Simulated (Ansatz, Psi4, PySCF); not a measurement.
C4H7 (SMILES C=C([CH2-])C), charge -1, singlet, geometry from GFN2-xTB. Base run: MP2/def2-SVP in PySCF.

Input for PySCF:
```python
from pyscf import gto, scf, mp

mol = gto.Mole()
mol.atom = '''
    C    -0.190241    0.130603    1.423309
    C    -0.004990    0.116648    0.059086
    H    -0.287449    1.056326    1.975773
    H    -0.207554   -0.779681    2.011697
    C     0.086767    1.204930   -0.780612
    H     0.177322    1.091179   -1.855013
    H    -0.032235    2.217556   -0.417331
    C     0.103564   -1.248710   -0.600348
    H     0.366004   -2.021010    0.126191
    H    -0.848143   -1.536620   -1.061734
    H     0.861453   -1.248571   -1.388200
'''
mol.basis = 'def2-svp'
mol.charge = -1
mol.spin = 0
mol.verbose = 4
mol.build()

mf = scf.RHF(mol)
mf.kernel()

pt = mp.MP2(mf)
pt.kernel()
print('E(MP2) = %.10f' % pt.e_tot)
```

The same geometry, method and basis name were run in Ansatz (an electronic-structure program) and Psi4 and PySCF, at each program's defaults and at the settings that a row names. The base is PySCF at its defaults. Differences at the defaults can come from grids, fitting, cores and function types together.

```csv
code and settings,ΔE vs base (mEh),basis functions,E (Eh),SCF cycles
"PySCF, defaults (exact integrals, spherical functions, all electrons correlated)",0.000,91,-155.91186,10
"Psi4, defaults (density fitting with its default set, spherical functions, all electrons correlated)",0.464,91,-155.91139,12
"Ansatz, defaults (factorised integrals, spherical functions, frozen core)",12.290,91,-155.89957,-
"PySCF, frozen core",12.285,91,-155.89957,10
"Psi4, exact integrals, spherical functions, frozen core",12.285,91,-155.89957,12
"Ansatz, high accuracy, frozen core",12.285,91,-155.89957,-
```
